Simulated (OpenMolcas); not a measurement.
**Multiplet structure of Tb4+**

- Program: OpenMolcas 26.06
- Method: CASSCF
- Basis: ANO-RCC-VTZP [8s7p5d3f2g1h]
- Scalar Hamiltonian: DKH2, point nucleus
- Active space: 7 electrons in 7 orbitals (4f)
- State averaging: 2S+1 = 8 odd, 1 root; 2S+1 = 6 odd, 48 roots; 2S+1 = 4 odd, 392 roots (278 in the spin-orbit step); 2S+1 = 2 odd, 343 roots kept (CI in the orbitals of an earlier block, 293 in the spin-orbit step)
- Spin-orbit coupling: RASSI with atomic mean-field integrals over the reference wave functions, term energies averaged over their components

With spin-orbit coupling, above the lowest level:

```
Configuration    Term     J  E (cm-1)       g  Term weight %     Second
          4f7     8S*   7/2       0.0   1.995             97      3 6P*
          4f7     6P*   7/2     43138   1.681             77     12 6D*
          4f7     6P*   5/2     43839   1.844             85     13 6D*
          4f7     6P*   3/2     44545   2.352             91      7 6D*
          4f7     6I*   7/2     47076   0.460             93   6 4H*(1)
          4f7     6I*   9/2     47543   0.835             95   4 4H*(1)
          4f7     6I*  17/2     47809   1.290             96   4 4K*(1)
          4f7     6I*  11/2     47930   1.037             96   3 4H*(1)
          4f7     6I*  13/2     48169   1.159             97           
          4f7     6I*  15/2     48177   1.237             97           
          4f7     6D*   9/2     53299   1.544             93   3 4F*(1)
          4f7     6D*   1/2     54355   3.312             99           
          4f7     6D*   7/2     54560   1.589             82     11 6P*
          4f7     6D*   3/2     54690   1.889             90      7 6P*
          4f7     6D*   5/2     54895   1.671             83     13 6P*
          4f7     6G*   7/2     67324   1.182             20  20 4D*(1)
          4f7     6G*   5/2     68478   1.059             36  22 4D*(1)
          4f7     6G*   9/2     68970   1.300             54     27 6F*
          4f7     6G*  11/2     69102   1.367             51     36 6F*
          4f7     6G*   3/2     69735   0.547             44  23 4D*(1)
          4f7     6G*   7/2     71021   1.195             41     21 6F*
          4f7     6G*  13/2     71389   1.362             84   8 4H*(1)
          4f7  4D*(1)   1/2     71896  -0.298             53     46 6F*
          4f7     4N*  17/2     72159   0.879             79  10 2M*(1)
          4f7  4D*(1)   5/2     73239   1.136             46     37 6G*
          4f7  4H*(1)   9/2     73441   1.151             35  20 4G*(1)
          4f7     4N*  19/2     73466   0.979             90   4 2M*(1)
          4f7     6G*   3/2     73571   0.633             46  40 4D*(1)
          4f7     4N*  23/2     73642   1.126             95      5 2O*
          4f7     4N*  21/2     74056   1.060             97           
          4f7  4H*(1)   7/2     74127   0.980             39  28 4D*(1)
          4f7     6F*  11/2     74572   1.352             37     37 6G*
          4f7     6F*   5/2     75051   1.149             67     11 6G*
          4f7     6F*   7/2     75459   1.240             53     19 6G*
          4f7     6F*   9/2     75741   1.304             43     34 6G*
          4f7     6F*   3/2     75755   1.047             64  25 4D*(1)
          4f7  4L*(1)  13/2     75810   1.045             33  32 4H*(1)
          4f7  4L*(1)  17/2     75986   1.084             49  31 4K*(1)
          4f7  4H*(1)  11/2     76063   1.193             64  16 4G*(1)
          4f7  4L*(1)  15/2     76125   1.003             67  29 4K*(1)
```

Spin-orbit coupling puts the lowest level 1167 cm-1 below the lowest spin-free term.

High states are left out of the spin-orbit mixing, which shifts the levels that they would mix with. Without dynamic correlation excited terms often stand tens of per cent too high (terms of higher spin than the ground term too low), and those without a measured partner can miss by more than the paired ones. Levels of configurations outside the active space are missing. The first state left out of the spin-orbit step lies near 120000 cm-1 above the lowest spin-free state of the reference (among the parities and spins computed), and the list stops at four fifths of that energy or lower. The table shows the lowest 40 of 78 levels.

The term weight is that of the spin-free term in the level, not the purity of its configuration. A number in round brackets counts repeated terms of one configuration in the order of the reference energies. * marks odd parity.
